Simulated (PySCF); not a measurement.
Species: C5H9PSi.
Z-matrix (Å and degrees, PBE0-D3(BJ)/def2-SVP geometry), rows numbered from 1:
```
Si
C   1  1.9136
C   2  1.5010  1  108.47
C   3  1.3399  2  124.51  1   -92.30
P   4  1.8218  3  122.84  2     2.68
C   5  1.8219  4   97.44  3   -27.85
C   6  1.3398  5  122.87  4    27.87
H   1  1.4919  2  108.41  3    62.60
H   1  1.4958  2  110.07  3  -177.37
H   1  1.4958  2  109.97  3   -57.35
H   2  1.1033  1  105.69  3   117.72
H   3  1.0956  2  116.32  1    86.68
H   4  1.0946  3  119.81  2   179.01
H   5  1.4330  4   98.49  3  -127.63
H   6  1.0946  5  117.26  4  -155.51
H   7  1.0957  2  116.34  1   -86.98
```

All values: PBE0/pcSseg-1 and CAM-B3LYP/def2-SVPD (PySCF, non-relativistic), on one gas-phase PBE0-D3(BJ)/def2-SVP geometry that isn't relaxed in the solvent. The solvent is an IEF-PCM continuum (van der Waals radii × 1.2). Specific hydrogen bonds and non-electrostatic terms are outside this model.

Gas phase at PBE0/pcSseg-1: HOMO -6.12 eV, LUMO -0.38 eV, dipole 1.41 D.

Q: What does the continuum do to the energy, the frontier levels and the dipole at PBE0/pcSseg-1 in dimethylsulfoxide?

A: 
```json
{"solvent": "dimethylsulfoxide", "ε": "46.83", "E(solvent) − E(gas) (kcal/mol)": "-3.57", "polarisation term (kcal/mol)": "-4.14", "distortion of the solute (kcal/mol)": "0.57", "HOMO (eV)": "-6.14", "LUMO (eV)": "-0.33", "dipole (D)": "2.04"}
```

The polarisation term is half the interaction of the solute with the surface charges that it induces; the rest is the cost of distorting the solute's density. The sum is the electrostatic part of solvation alone.

Q: Which radius a makes the point-dipole formula ΔE = −[(ε − 1)/(2ε + 1)]·μ²/a³ give the value in dimethylsulfoxide, with the gas-phase dipole?

A: μ = 0.553 au and |ΔE| = 0.00569 Eh give a = 1.57 Å; the farthest nucleus lies 3.32 Å from the centroid of the nuclei, so such a sphere wouldn't even hold the nuclei. The formula assumes a rigid point dipole at the centre of a sphere.

Q: Which Mulliken charges (PBE0/pcSseg-1) respond most in dimethylsulfoxide (means over atoms taken as equivalent)?

A: 
| atoms | environment | gas (e) | solvent (e) | change |
| --- | --- | --- | --- | --- |
| P5 | phosphine phosphorus | +0.414 | +0.360 | -0.054 |
| H11 | methine hydrogen | +0.167 | +0.188 | +0.021 |
| H14 | P–H hydrogen | +0.057 | +0.078 | +0.021 |
| H12/H16 | vinylic hydrogen | +0.116 | +0.133 | +0.017 |
| H13/H15 | vinylic hydrogen | +0.135 | +0.151 | +0.016 |
| C4/C6 | alkene CH carbon | -0.382 | -0.396 | -0.014 |
| C3/C7 | alkene CH carbon | -0.079 | -0.092 | -0.013 |
| C2 | sp3 carbon bound to silicon | -0.523 | -0.514 | +0.009 |
| Si1 | SiH3 silicon | +0.526 | +0.534 | +0.008 |
| H8/H9/H10 | Si–H hydrogen | -0.074 | -0.080 | -0.006 |

Gas phase at CAM-B3LYP/def2-SVPD: HOMO -7.30 eV, LUMO 0.72 eV, dipole 1.45 D.

Q: What does the continuum do to the energy, the frontier levels and the dipole at CAM-B3LYP/def2-SVPD in dimethylsulfoxide?

A: 
```tsv
solvent	ε	E(solvent) − E(gas) (kcal/mol)	polarisation term (kcal/mol)	distortion of the solute (kcal/mol)	HOMO (eV)	LUMO (eV)	dipole (D)
dimethylsulfoxide	46.83	-3.22	-3.88	0.66	-7.29	0.80	2.19
```

Q: How does the static polarisability (CAM-B3LYP/def2-SVPD, frozen core, with the continuum's full static response) change?

A: 
| medium | isotropic (au) | principal values (au) | ⟨r²⟩ of the electrons (bohr²) |
| --- | --- | --- | --- |
| gas | 109.1 | 88.1, 101.2, 138.1 | 1108.5 |
| dimethylsulfoxide | 159.3 | 128.9, 145.5, 203.6 | 1107.7 |

The isotropic value in dimethylsulfoxide is 1.46 times the gas-phase one; no cavity-field correction is applied. ⟨r²⟩ is taken about the centre of nuclear charge.

Time: 24 s of wall time; peak memory 0.94 GiB. Hardware: Arm Neoverse V1, one thread, shared host with 32 logical CPUs at a one-minute load of 19. This is the whole shielding run at PBE0/pcSseg-1 in dimethylsulfoxide, SCF included.
